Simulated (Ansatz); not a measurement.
Molecule: sum formula H$_{6}$Si$_{2}$O$_{3}$, charge 0, multiplicity 1. 
Coordinates optimised at B3LYP-D3(BJ)/def2-TZVP (Ansatz, an electronic-structure program):
SMILES: O[Si](O)(O)[SiH3]
```xyz
11

O     -1.1515     0.5771     1.3434
Si    -0.2910     0.3175    -0.0330
O     -1.3285    -0.1281    -1.2227
O      0.4614     1.7603    -0.3213
Si     1.2439    -1.4378     0.1423
H     -0.8407     1.2728     1.9291
H     -2.1588     0.3516    -1.3052
H      1.0233     1.8354    -1.0967
H      0.5617    -2.7328     0.3725
H      2.1697    -1.1782     1.2731
H      2.0539    -1.5389    -1.0984
```

Computed values are from Ansatz. Valence correlation only, unless marked. Open shells are spin-unrestricted. Spin-orbit coupling is left out. No relativistic terms. CBS marks a two-point X^-3 extrapolation of the correlation energy; Hartree-Fock from the larger set. The bracket is a focal-point correction in the basis named.

What is the vertical ionisation energy (to the doublet) at RI-MP2/CBS(aug-cc-pV(T+d)Z,aug-cc-pV(Q+d)Z)+[CCSD(T)-MP2]/aug-cc-pV(T+d)Z?

10.46 eV.

What is the total energy at CCSD(T)/CBS(aug-cc-pV(T+d)Z,aug-cc-pV(Q+d)Z)?

-807.4310 Eh.

What is the T1 diagnostic at CCSD/aug-cc-pV(Q+d)Z?

0.013.

What is the atomisation energy De at CCSD(T)/CBS(aug-cc-pV(T+d)Z,aug-cc-pV(Q+d)Z)?

967.0 kcal/mol.

What is the vertical triplet-singlet gap at RI-MP2/CBS(aug-cc-pV(T+d)Z,aug-cc-pV(Q+d)Z)+[CCSD(T)-MP2]/aug-cc-pV(T+d)Z?

6.46 eV.
